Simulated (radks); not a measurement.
The numbers below are computed, except where a source is named.
W47+, 27 electrons, occupied as [Ar] 3d9 (the NIST ground configuration).

Level of theory: scalar-relativistic Kohn-Sham, BLYP, spin-polarised, spherical densities, finite nucleus; open shells are filled with parallel spins first (spin-orbit coupling, left out, can overturn this in heavy ions); Fermi nuclear charge, rms radius 5.3658 fm (a radial shooting solver on a logarithmic mesh with Libxc functionals).

Energy parts (hartree):
total: -14505.5515
kinetic: 16118.2481
electron-nucleus: -32985.8043
Hartree: 2592.7903
exchange-correlation: -230.7856

Orbitals (lengths in bohr, moments of r in powers of bohr):
[
 {"orbital": "1s up", "occ.": "1", "eigenvalue (hartree)": "-2646.166", "<1/r>": "87.06", "<r^4>": "5.814e-07", "<r>": "0.01835"},
 {"orbital": "1s down", "occ.": "1", "eigenvalue (hartree)": "-2646.164", "<1/r>": "87.06", "<r^4>": "5.814e-07", "<r>": "0.01835"},
 {"orbital": "2s up", "occ.": "1", "eigenvalue (hartree)": "-531.6820", "<1/r>": "20.41", "<r^4>": "0.00008633", "<r>": "0.07737"},
 {"orbital": "2s down", "occ.": "1", "eigenvalue (hartree)": "-531.5305", "<1/r>": "20.42", "<r^4>": "0.00008628", "<r>": "0.07736"},
 {"orbital": "2p up", "occ.": "3", "eigenvalue (hartree)": "-476.7870", "<1/r>": "18.50", "<r^4>": "0.00006748", "<r>": "0.06921"},
 {"orbital": "2p down", "occ.": "3", "eigenvalue (hartree)": "-476.6658", "<1/r>": "18.50", "<r^4>": "0.00006742", "<r>": "0.06919"},
 {"orbital": "3s up", "occ.": "1", "eigenvalue (hartree)": "-186.6625", "<1/r>": "7.760", "<r^4>": "0.002857", "<r>": "0.1961"},
 {"orbital": "3s down", "occ.": "1", "eigenvalue (hartree)": "-186.4914", "<1/r>": "7.755", "<r^4>": "0.002861", "<r>": "0.1962"},
 {"orbital": "3p up", "occ.": "3", "eigenvalue (hartree)": "-170.3060", "<1/r>": "7.191", "<r^4>": "0.002971", "<r>": "0.1950"},
 {"orbital": "3p down", "occ.": "3", "eigenvalue (hartree)": "-170.1340", "<1/r>": "7.187", "<r^4>": "0.002976", "<r>": "0.1951"},
 {"orbital": "3d up", "occ.": "5", "eigenvalue (hartree)": "-152.5082", "<1/r>": "6.800", "<r^4>": "0.002158", "<r>": "0.1751"},
 {"orbital": "3d down", "occ.": "4", "eigenvalue (hartree)": "-152.2964", "<1/r>": "6.797", "<r^4>": "0.002164", "<r>": "0.1752"},
 {"orbital": "4s up", "occ.": "0", "eigenvalue (hartree)": "-93.17739", "<1/r>": "3.846", "<r^4>": "0.03944", "<r>": "0.3875"},
 {"orbital": "4s down", "occ.": "0", "eigenvalue (hartree)": "-93.11192", "<1/r>": "3.843", "<r^4>": "0.03953", "<r>": "0.3878"},
 {"orbital": "4p up", "occ.": "0", "eigenvalue (hartree)": "-86.90647", "<1/r>": "3.613", "<r^4>": "0.04416", "<r>": "0.3961"},
 {"orbital": "4p down", "occ.": "0", "eigenvalue (hartree)": "-86.84298", "<1/r>": "3.610", "<r^4>": "0.04428", "<r>": "0.3964"}
]

The highest occupied level is 3d down at -4144.2 eV. For comparison, the ionisation energy in NIST's Atomic Spectra Database is 4180 eV (semi-empirical). In exact Kohn-Sham theory the highest level is minus the ionisation energy, but local and semilocal functionals leave it too shallow, through self-interaction and a potential that decays too fast; potentials with the right tail come closer.
